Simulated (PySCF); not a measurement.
How methods differ on the excitation energy of F⁺

F⁺ [He] 2s2 2p4 (3P) → F⁺ [He] 2s1 2p4 3s1 (5P), as a difference of total energies. All numbers are calculated (PySCF 2.14, scalar relativity by spin-free X2C-1e, in aug-cc-pCVTZ-DK with one added diffuse shell each of s, p, d, f type (8s7p5d3f, 75 functions)). Correlated levels: valence: 1s2 frozen; valence and next inner shell: nothing frozen. The calculations carry no spin-orbit coupling.

| method | excitation energy (eV) |
| --- | --- |
| UHF | 39.571 |
| LDA | 40.091 |
| PBE | 39.961 |
| PBE0 | 40.240 |
| r2SCAN | 39.960 |
| B3LYP | 40.486 |
| HSE06 | 40.234 |
| TPSSh | 40.527 |
| wB97X-V | 40.863 |
| MP2 (valence) | 40.549 |
| SCS-MP2 (valence) | 40.723 |
| MP2 (valence and next inner shell) | 40.539 |
| SCS-MP2 (valence and next inner shell) | 40.717 |

**Question.** How much does correlation contribute at MP2 (valence and next inner shell)?

**Answer.** 40.539 − (39.571) = 0.968 eV, measured against UHF.

The upper state lies above the first ionisation limit, where it may autoionise and the basis confines it. A Rydberg-like electron needs more diffuse functions than a valence basis has.

The promoted electron is Rydberg-like, and one or two diffuse shells describe it only roughly, which tends to raise the upper state.
